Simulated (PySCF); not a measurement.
## Multinuclear NMR of C7H12OSi2

Geometry (Å), atoms numbered from 1 in this order:
```xyz
22

C    -2.6386   -2.5880    0.6125
C    -1.8217   -1.7929   -0.0584
Si   -0.5379   -0.6525    0.7240
C    -1.0537    1.0975    0.4357
C    -1.3652    2.2458    0.2404
C    -1.7463    3.6209    0.0117
C     1.1344   -0.9134   -0.1413
C     1.4476   -1.9354   -0.9261
O     2.0027    0.0882    0.1549
Si    3.5063    0.4535   -0.3297
H    -3.3727   -3.2154    0.1286
H    -2.6106   -2.6492    1.6885
H    -1.9036   -1.7720   -1.1395
H    -0.3960   -0.8930    2.1686
H    -0.9857    4.1242   -0.5849
H    -1.8492    4.1400    0.9645
H    -2.6981    3.6616   -0.5182
H     2.4202   -2.0290   -1.3839
H     0.7297   -2.7095   -1.1266
H     3.6916    1.6927    0.4090
H     4.4658   -0.5869    0.0514
H     3.5706    0.6323   -1.7829
```

One conformer, averaged over atoms made equivalent by symmetry, fast rotation or ring inversion, gas phase, no relativistic terms. Coordinates at the GFN2-xTB level; GIAO PBE0/pcSseg-1 shieldings; PySCF 2.14.0 with density-fitted response routines.

**Question.** What are the $^{29}$Si shifts?

**Answer.** 
| atoms | environment | σ (ppm) | δ (ppm) |
| --- | --- | --- | --- |
| Si10 | silicon bonded to O, 3 H | 396.4 | -45.9 |
| Si3 | silicon bonded to 3 C, H | 404.5 | -52.6 |

Shieldings were converted by a linear fit to measured shifts: $^{29}$Si (scatter 8.9 ppm rms, 25.8 ppm with the 6 outliers that the fit left out vs TMS, solution or neat liquid). A few per cent of atoms miss by over 2 rms, more outside the fitted compound classes.

On a 600 MHz spectrometer $^{29}$Si resonates near 119.2 MHz, so 1 ppm is 119.2 Hz.

**Question.** Where does $^{17}$O resonate?

**Answer.** 
```csv
atoms,environment,σ (ppm),δ (ppm)
O9,"oxygen bonded to C, Si",229.9,57.3
```

Shieldings were converted by a linear fit to measured shifts: $^{17}$O: δ = 266.70 − 0.911σ (rms 10.7 ppm, 155 shifts, 12.2 ppm with the 3 outliers that the fit left out vs liquid water, solution or neat liquid). Occasional misses reach two or three times the rms, and more in compound classes unlike the fitted ones.

On a 500 MHz spectrometer $^{17}$O resonates near 67.8 MHz, so 1 ppm is 67.8 Hz.
